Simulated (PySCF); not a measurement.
## Antimony: a sound run and one with changed settings

Sound run: Sb [Kr] 4d10 5s2 5p3, Sb⁺ [Kr] 4d10 5s2 5p2. Calculation: PySCF 2.14, in x2c-SVPall; the spin-free X2C one-electron Hamiltonian (Gaussian nucleus). The sound run starts from symmetry-adapted Hartree-Fock orbitals and uses a fine grid where one is needed.

Changed run: 6 angular points. This setting is unsound on purpose.

```csv
species,method,sound run (hartree),changed run (hartree),converged
Sb,UHF,-6477.25596,-6477.25596,yes
Sb,TPSS,-6479.72807,-6480.60626,yes
Sb,B3LYP,-6480.07848,-6480.57757,yes
Sb⁺,UHF,-6476.94088,-6476.94088,yes
Sb⁺,TPSS,-6479.39816,-6480.28252,yes
Sb⁺,B3LYP,-6479.75083,-6480.24525,yes
```

Ionisation energy of Sb:

```tsv
method	sound run (eV)	changed run (eV)
UHF	8.574	8.574
TPSS	8.977	8.810
B3LYP	8.916	9.043
```

A coarse angular grid integrates products of high-l functions wrongly, so density functionals can shift, and the SCF can exploit the error; Hartree-Fock and MP2 need no grid.

For comparison, NIST gives 8.608 eV between the lowest levels.
